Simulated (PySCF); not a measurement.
C₄H₁₁Ge (SMILES CC(C)[CH][GeH3]), doublet, geometry from GFN2-xTB; PySCF with HF/STO-3G.

Input for PySCF:
```python
from pyscf import gto, scf

mol = gto.Mole()
mol.atom = '''
    C    -1.977007   -0.980302   -1.161483
    C    -1.423171   -0.420585    0.160352
    C    -2.559915    0.217310    0.964970
    C    -0.350127    0.563001   -0.119223
    Ge    1.508248    0.173566    0.043963
    H    -2.751937   -1.716558   -0.959738
    H    -2.402439   -0.178760   -1.761198
    H    -1.180863   -1.455168   -1.730913
    H    -1.007660   -1.258450    0.733218
    H    -2.998007    1.044561    0.410349
    H    -2.185269    0.597009    1.912866
    H    -3.337633   -0.515965    1.167191
    H    -0.675403    1.511135   -0.523093
    H     2.322982    1.423301    0.010383
    H     2.026512   -0.718391   -1.050683
    H     1.787101   -0.563378    1.317091
'''
mol.basis = 'sto-3g'
mol.charge = 0
mol.spin = 1
mol.verbose = 4
mol.build()

mf = scf.UHF(mol)
mf.kernel()
```

The log (banner, timings and long lists left out):

```
PySCF version 2.14.0

[INPUT] verbose = 4
[INPUT] num. atoms = 16
[INPUT] num. electrons = 67
[INPUT] charge = 0
[INPUT] spin (= nelec alpha-beta = 2S) = 1
[INPUT] symmetry False subgroup None
[INPUT] Mole.unit = angstrom
[INPUT] Symbol           X                Y                Z      unit          X                Y                Z       unit  Magmom
[INPUT]  1 C     -1.977007000000  -0.980302000000  -1.161483000000 AA   -3.736001776348  -1.852502299363  -2.194884768338 Bohr   0.0
[INPUT]  2 C     -1.423171000000  -0.420585000000   0.160352000000 AA   -2.689403418423  -0.794790462100   0.303021363526 Bohr   0.0
[INPUT]  3 C     -2.559915000000   0.217310000000   0.964970000000 AA   -4.837538252166   0.410656384129   1.823529018422 Bohr   0.0
[INPUT]  4 C     -0.350127000000   0.563001000000  -0.119223000000 AA   -0.661644138816   1.063917697856  -0.225298817749 Bohr   0.0
[INPUT]  5 Ge     1.508248000000   0.173566000000   0.043963000000 AA    2.850175647923   0.327992204536   0.083078029614 Bohr   0.0
[INPUT]  6 H     -2.751937000000  -1.716558000000  -0.959738000000 AA   -5.200407242057  -3.243824496931  -1.813641971338 Bohr   0.0
[INPUT]  7 H     -2.402439000000  -0.178760000000  -1.761198000000 AA   -4.539951740974  -0.337807442027  -3.328181871132 Bohr   0.0
[INPUT]  8 H     -1.180863000000  -1.455168000000  -1.730913000000 AA   -2.231507660632  -2.749868985231  -3.270951515449 Bohr   0.0
[INPUT]  9 H     -1.007660000000  -1.258450000000   0.733218000000 AA   -1.904201426679  -2.378125841459   1.385581209601 Bohr   0.0
[INPUT] 10 H     -2.998007000000   1.044561000000   0.410349000000 AA   -5.665412149529   1.973934210402   0.775447225489 Bohr   0.0
[INPUT] 11 H     -2.185269000000   0.597009000000   1.912866000000 AA   -4.129559918502   1.128183503900   3.614792852992 Bohr   0.0
[INPUT] 12 H     -3.337633000000  -0.515965000000   1.167191000000 AA   -6.307212274310  -0.975032539861   2.205671325057 Bohr   0.0
[INPUT] 13 H     -0.675403000000   1.511135000000  -0.523093000000 AA   -1.276326693710   2.855631287245  -0.988502507677 Bohr   0.0
[INPUT] 14 H      2.322982000000   1.423301000000   0.010383000000 AA    4.389799772294   2.689649082820   0.019621026351 Bohr   0.0
[INPUT] 15 H      2.026512000000  -0.718391000000  -1.050683000000 AA    3.829552668145  -1.357562240352  -1.985503113736 Bohr   0.0
[INPUT] 16 H      1.787101000000  -0.563378000000   1.317091000000 AA    3.377131446936  -1.064630124605   2.488941271130 Bohr   0.0

nuclear repulsion = 340.287315770024
number of shells = 31
number of NR pGTOs = 147
number of NR cGTOs = 49
basis = sto-3g
ecp = {}

******** <class 'pyscf.scf.uhf.UHF'> ********
method = UHF
initial guess = minao
damping factor = 0
level_shift factor = 0
DIIS = <class 'pyscf.scf.diis.CDIIS'>
diis_start_cycle = 1
diis_space = 8
diis_damp = 0
SCF conv_tol = 1e-09
SCF conv_tol_grad = None
SCF max_cycles = 50
direct_scf = True
direct_scf_tol = 1e-13
number electrons alpha = 34  beta = 33
Set gradient conv threshold to 3.16228e-05
init E= -2205.60248716322

cycle= 1 E= -2207.66102332077  delta_E= -2.06  |g|= 0.339  |ddm|= 3.21
cycle= 2 E= -2207.7645221517  delta_E= -0.103  |g|= 0.0744  |ddm|= 0.623
cycle= 3 E= -2207.77098457328  delta_E= -0.00646  |g|= 0.0258  |ddm|= 0.148
cycle= 4 E= -2207.77196355329  delta_E= -0.000979  |g|= 0.0104  |ddm|= 0.0578
cycle= 5 E= -2207.77214288252  delta_E= -0.000179  |g|= 0.00496  |ddm|= 0.0266
cycle= 6 E= -2207.77219729991  delta_E= -5.44e-05  |g|= 0.00099  |ddm|= 0.0212
cycle= 7 E= -2207.77219934727  delta_E= -2.05e-06  |g|= 0.00034  |ddm|= 0.0037
cycle= 8 E= -2207.7721995561  delta_E= -2.09e-07  |g|= 0.000185  |ddm|= 0.000892
cycle= 9 E= -2207.77219963827  delta_E= -8.22e-08  |g|= 5.82e-05  |ddm|= 0.000765
cycle= 10 E= -2207.77219964594  delta_E= -7.67e-09  |g|= 1.72e-05  |ddm|= 0.000251
cycle= 11 E= -2207.77219964649  delta_E= -5.49e-10  |g|= 7.02e-06  |ddm|= 5.42e-05
Extra cycle  E= -2207.77219964656  delta_E= -6.82e-11  |g|= 4.47e-06  |ddm|= 1.18e-05
converged SCF energy = -2207.77219964656  <S^2> = 0.76784433  2S+1 = 2.0177654
```
